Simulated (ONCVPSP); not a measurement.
Tc: ONCV pseudisation with PBE, scalar-relativistic reference atom.

ONCVPSP 4.0.1 input, shortened (lines: element, Z, core and valence counts, functional; n l f; lmax; l rc ep ncon nbas qcut; lloc lpopt rc5 dvloc0; l nproj debl; icmod fcfact rcfact), PBE, scalar-relativistic:

```
  Tc 43.00    6    4        4      upf
    1    0    2.00
    2    0    2.00
    2    1    6.00
    3    0    2.00
    3    1    6.00
    3    2   10.00
    4    0    2.00
    4    1    6.00
    4    2    5.00
    5    0    1.75
    2
    0    1.80    0.00    4    8    6.10
    1    1.35    0.00    4    8    5.20
    2    1.35    0.00    3    7   10.80
    2    5    1.35    0.00
    0    2    1.40
    1    1    1.50
    2    0    2.30
    0    0.00    0.00
```

Task: Does the generator finish with these settings?

Result: Yes, a potential is produced and its reference levels are reproduced.

Task: Estimate the cutoffs (Ha) at which the residual kinetic energy of the hardest occupied pseudo-wave falls to 1 and 0.1 mHa per electron.

Result: 57 Ha and 109 Ha.

Task: Does the potential have ghost states?

Result: No bound ghost flagged; no localised positive-energy state flagged.

Task: Which valence shell sets the plane-wave cutoff?

Result: 4p: 57 Ha for 1 mHa per electron, against 25 Ha for 4d.

Task: Tests: 4s2 4p6 4d5 5s2; 4s2 4p6 4d5 5s1; 4s2 4p6 4d5 5s0; 4s2 4p5 4d5 5s2. Which has the largest error in its energy relative to the reference configuration, and how large is it?

Result: 4s2 4p5 4d5 5s2, with -24 meV (all-electron minus pseudo) on +50.05 eV.
